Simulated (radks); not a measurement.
Values are calculated unless marked as measured or tabulated.
Polarisability of the silver ion Ag5+, [Kr] 4d6, at imaginary frequency. Code: a radial shooting solver on a logarithmic mesh with Libxc functionals. Model: scalar-relativistic Kohn-Sham, LDA (Slater exchange, VWN5 correlation), spin-polarised, spherical densities, finite nucleus; open shells are filled with parallel spins first (spin-orbit coupling, left out, can overturn this in heavy ions); Fermi nuclear charge, rms radius 4.5454 fm. Response by self-consistent Sternheimer equations with the Hartree and adiabatic LDA kernel, the relativistic mass of each level held fixed and spin-orbit coupling left out.

w (hartree)  alpha1(iw) (bohr^3)
0.00266                    2.229
0.0143                     2.228
0.0360                     2.228
0.0697                     2.225
0.118                      2.219
0.186                      2.206
0.280                      2.178
0.413                      2.123
0.605                      2.019
0.892                      1.832
1.35                       1.527
2.12                       1.094
3.59                      0.6103
6.94                      0.2378
17.5                     0.05804

Static values: alpha1 = 2.229 bohr^3 (0.3302 angstrom^3; uncoupled 3.282). C6 = 7.834, triple-dipole C9 = 12.57 atomic units. One-pole (London) frequency 4 C6 / (3 alpha1^2) = 2.103 hartree, against 2.772 for minus the highest occupied eigenvalue.
